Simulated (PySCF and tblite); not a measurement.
Values are calculated unless marked as measured or tabulated.
# Dynamics report: rotation

System: C5H7As, numbered as in [AsH2:1][CH:2]1[CH:3]=[CH:4][CH:5]=[CH:6]1.

Motion: rotation about the C2–As1 bond (torsion C3–C2–As1–H from -71° to -190°, falling). Level: PBE0/pcSseg-1 + D3(BJ), IEF-PCM water on GFN2-xTB stationary points, with GFN2-xTB thermal terms. Rates follow Eyring's equation with the number of equivalent paths and no tunnelling. Programs: tblite and PySCF.

| point | symmetry | E(GFN2) kcal/mol | E(DFT) kcal/mol | ZPE change kcal/mol | lowest mode cm⁻¹ | dipole D |
| --- | --- | --- | --- | --- | --- | --- |
| start | C1 | 0.0 | 0.0 | 0.00 | 112 | 0.66 |
| saddle | C1 | 2.5 | 2.7 | -0.22 | 169i | 1.18 |
| end | Cs | 0.2 | -0.3 | -0.15 | 95 | 1.21 |

* Electronic barrier: 2.7 kcal/mol
* Barrier with zero-point energy: 2.5 kcal/mol
* ΔH‡ (298 K): 2.1 kcal/mol
* ΔS‡ (298 K, symmetry apart): -2.4 cal/(mol K)
* Paths: 1 equivalent path
* End point: a different minimum
* Mean lifetime of the start against this motion at 298 K: 18 ps
* Cost: 43 s on 1 thread of Intel Xeon 6975P-C (shared host) (rough), peak memory 0.89 GiB, launched as `OMP_NUM_THREADS=1 python ens_run.py task.json out`

```csv
T/K,ΔG‡ kcal/mol,k s⁻¹,ΔG kcal/mol,k back s⁻¹
200,2.6,6.1×10⁹,-0.5,3.6×10⁹
250,2.7,2.3×10¹⁰,-0.5,1.7×10¹⁰
298,2.8,5.6×10¹⁰,-0.5,4.9×10¹⁰
350,2.9,1.1×10¹¹,-0.5,1.1×10¹¹
400,3.1,1.8×10¹¹,-0.5,1.9×10¹¹
```

ΔG and ΔG‡ leave out symmetry numbers and mirror images; rates count paths: 1 out, 2 back.

Spin–orbit effects of heavy atoms on shieldings are missing.
